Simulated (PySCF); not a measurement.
H6NSi2, SMILES [SiH3][N][SiH3] (connectivity only; charge and spin as stated), charge -1, multiplicity 1.

Geometry optimised at PBE0-D3(BJ)/def2-SVPD. The spin state was assumed, not searched. The isomer is the one that the SMILES or the coordinates give; other isomers of the formula were not compared.

These are PBE/def2-TZVPD (PySCF) values and carry that method's errors.

Symmetry labels are those of the subgroup C2v that the program uses (full group C2v).

Question: List the valence orbital energies around the gap with their symmetry. (The exact figures need the calculation; the answer reports its results.)

Answer: 
```json
[
 {"orbital": "HOMO−7", "symmetry": "A1", "energy (eV)": "-6.88"},
 {"orbital": "HOMO−6", "symmetry": "B1", "energy (eV)": "-3.91"},
 {"orbital": "HOMO−5", "symmetry": "A1", "energy (eV)": "-3.71"},
 {"orbital": "HOMO−4", "symmetry": "B2", "energy (eV)": "-3.65"},
 {"orbital": "HOMO−3", "symmetry": "A2", "energy (eV)": "-3.10"},
 {"orbital": "HOMO−2", "symmetry": "B1", "energy (eV)": "-3.01"},
 {"orbital": "HOMO−1", "symmetry": "A1", "energy (eV)": "-0.57"},
 {"orbital": "HOMO", "symmetry": "B2", "energy (eV)": "-0.31"},
 {"orbital": "LUMO", "symmetry": "A1", "energy (eV)": "3.31"},
 {"orbital": "LUMO+1", "symmetry": "B1", "energy (eV)": "3.65"},
 {"orbital": "LUMO+2", "symmetry": "A1", "energy (eV)": "3.80"},
 {"orbital": "LUMO+3", "symmetry": "A1", "energy (eV)": "4.66"}
]
```
